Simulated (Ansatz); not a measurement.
Job for Ansatz (an electronic-structure program): SC-NEVPT2 on CASSCF(2,2)/cc-pVTZ on BBrH2 (SMILES BBr), a point of a bond scan (R = 3.195 Å).

Ansatz 0.2 input:
```yaml
crystal:
  periodic: [false, false, false]
  atoms:
    - {symbol: B, position_ang: [-0.84896739, -1.29115255, 0.21121296]}
    - {symbol: H, position_ang: [0.16960172, -3.40415316, 2.38106097]}
    - {symbol: H, position_ang: [-1.82647135, -1.42145963, -0.44309788]}
    - {symbol: Br, position_ang: [0.18694365, 0.28431336, -0.04650935]}
basis:
  gaussian:
    orbitals: cc-pVTZ
    pivot_positions_ang: [[-0.84896739, -1.29115255, 0.21121296], [0.16960172, -3.40415316, 2.38106097], [-1.82647135, -1.42145963, -0.44309788], [0.18694365, 0.28431336, -0.04650935]]
magnetization: {spin_polarized: false}
correlation: {method: sc_nevpt2, electrons: outside_noble_gas, active_space: {window: {electrons: 2, orbitals: 2}}}
output: {orbitals: {seedname: ./end}}
```

The log:

```
WARN ansatz: RAYON_NUM_THREADS=1 ignored (pool sized by the plan → 1); use --threads N
Functional definition: HF
integrals: 0.04 GiB planned
671 factors; integrals over basis functions are off by at most 3.7e-4 eV
mean field: 0.22 GiB planned
mean field evaluation 1: about -70695.0297 eV, gradient 1.9e1 eV
mean field evaluation 2: about -70695.1110 eV, gradient 1.9e1 eV
mean field evaluation 4: about -70697.6053 eV, gradient 2.6e0 eV
mean field evaluation 8: about -70697.6648 eV, gradient 2.9e-1 eV
mean field evaluation 16: about -70697.6654 eV, gradient 1.4e-6 eV
mean field evaluation 32: about -70687.5963 eV, gradient 8.0e-5 eV
mean field evaluation 64: about -70687.8322 eV, gradient 2.3e0 eV
mean field -70697.66536176 eV, -2598.0912814460 hartree, gradient 1.4e-6 eV, S^2 0.000000; 6 other end points of the search recorded, 0 dependent functions left out; unrestricted orbitals would lower it
reference -70697.66536176 eV, -2598.0912814460 hartree; 21, 21 occupied and 80, 80 virtual orbitals, 671 factors
configuration interaction: 0.14 GiB planned
configuration interaction: 0.00 GiB planned
state -70700.56487228 eV, -2598.1978364923 hartree
state -70700.56487228 eV, -2598.1978364923 hartree; corrected -70706.99899192 eV, -2598.4342860276 hartree
Total energy: -70706.99899192 eV, -2598.4342860276 hartree
```

The run converged.

Cost: around 13 core-seconds (rough).
